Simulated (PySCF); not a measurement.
C₃H₆AlFO.

```xyz
12

Al     0.3864     0.5583     0.5353
C     -0.1229    -1.3193     0.4922
C     -1.1036    -1.3517    -0.6469
C     -0.8052    -1.5369    -1.9419
H     -0.5798    -1.6499     1.4369
H      0.7641    -1.9389     0.2841
H     -2.1481    -1.1421    -0.3810
H      0.2188    -1.7438    -2.2715
H     -1.5781    -1.4986    -2.7133
F      1.7658     1.0725    -0.2525
O     -0.6141     1.7064     1.2833
H     -0.4886     2.6595     1.2723
```

Coordinates come from a B3LYP-D3(BJ)/def2-SVP optimisation. Other conformers were not sampled.

All values below come from PBE/pcSseg-1 (PySCF). Non-relativistic, no solvent.

Computed absolute GIAO shielding of each atom: isotropic value and principal components (ppm):
```
atom  σ(iso)    σ11    σ22    σ33   span
----  ------  -----  -----  -----  -----
Al1    442.5  365.2  451.4  511.0  145.8
C2     163.8  143.5  160.2  187.6   44.1
C3      39.4  -74.5   40.2  152.7  227.1
C4      61.7  -47.3   81.7  150.8  198.1
H5      29.6   26.5   27.4   35.0    8.5
H6      29.4   26.4   27.8   34.0    7.5
H7      25.0   22.9   24.4   27.7    4.8
H8      25.8   22.4   25.4   29.5    7.1
H9      26.0   23.0   25.3   29.8    6.8
F10    328.6  257.2  294.6  434.0  176.8
O11    294.0  252.0  287.5  342.5   90.5
H12     29.4   21.9   23.1   43.2   21.3
```
